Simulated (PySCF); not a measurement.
Isomers of C10H16, from PBE0-D3(BJ)/def2-SVP geometry optimisation, gas phase (PySCF 2.14.0). One conformer each, no zero-point energy, no frequencies.

**Question.** Which isomer lies lowest at this level?
A. `[CH2:1]=[CH:2][CH2:3][C@@H:4]1[C@H:5]2[CH2:6][C@@H:7]1[C@H:8]([CH3:9])[CH2:10]2` with C1–C2–C3–C4 -121°, C2–C3–C4–C5 166°: A = 2102, B = 994.8, C = 836.5 MHz, dipole 0.26 D
B. `[CH2:1]1[CH2:2][CH:3]([C@@H:4]2[CH2:5][C:6]23[CH2:7][CH2:8][CH2:9]3)[CH2:10]1` with C2–C3–C4–C5 -92°, C10–C1–C2–C3 19°, C1–C2–C3–C4 -142°, C3–C4–C5–C6 -110°, C4–C5–C6–C7 116°: A = 2939, B = 759.1, C = 683.4 MHz, dipole 0.14 D
C. `[CH3:1][C:2]#[C:3][CH2:4][C:5]([CH3:6])([CH3:7])[CH:8]1[CH2:9][CH2:10]1` with C3–C4–C5–C6 -60°, C4–C5–C8–C9 -79°: A = 3207, B = 603.9, C = 584.9 MHz, dipole 0.25 D
D. `[CH2:1]1[CH2:2][C@@H:3]2[C@@H:4]3[CH2:5][CH2:6][C@@H:7]([CH2:8]3)[C@@H:9]2[CH2:10]1` with C10–C1–C2–C3 31°, C1–C2–C3–C4 96°, C2–C3–C4–C5 -47°, C3–C4–C5–C6 -71°: A = 2225, B = 1380, C = 1292 MHz, dipole 0.10 D

**Answer.** D. That is `C1C[C@@H]2[C@@H]3CC[C@@H](C3)[C@@H]2C1`, 43.1 kcal/mol below the next.

| SMILES | mapped SMILES | E (Eh) | relative (kcal/mol) | relative (kJ/mol) | dipole (D) |
| --- | --- | --- | --- | --- | --- |
| C1C[C@@H]2[C@@H]3CC[C@@H](C3)[C@@H]2C1 | [CH2:1]1[CH2:2][C@@H:3]2[C@@H:4]3[CH2:5][CH2:6][C@@H:7]([CH2:8]3)[C@@H:9]2[CH2:10]1 | -389.98753 | 0.0 | 0.0 | 0.10 |
| C=CC[C@@H]1[C@H]2C[C@@H]1[C@H](C)C2 | [CH2:1]=[CH:2][CH2:3][C@@H:4]1[C@H:5]2[CH2:6][C@@H:7]1[C@H:8]([CH3:9])[CH2:10]2 | -389.91877 | 43.1 | 180.5 | 0.26 |
| C1CC([C@@H]2CC23CCC3)C1 | [CH2:1]1[CH2:2][CH:3]([C@@H:4]2[CH2:5][C:6]23[CH2:7][CH2:8][CH2:9]3)[CH2:10]1 | -389.89651 | 57.1 | 239.0 | 0.14 |
| CC#CCC(C)(C)C1CC1 | [CH3:1][C:2]#[C:3][CH2:4][C:5]([CH3:6])([CH3:7])[CH:8]1[CH2:9][CH2:10]1 | -389.88128 | 66.7 | 279.0 | 0.25 |

As drawn, the highest has a three-membered ring, a C≡C bond and a quaternary carbon, which the lowest lacks.
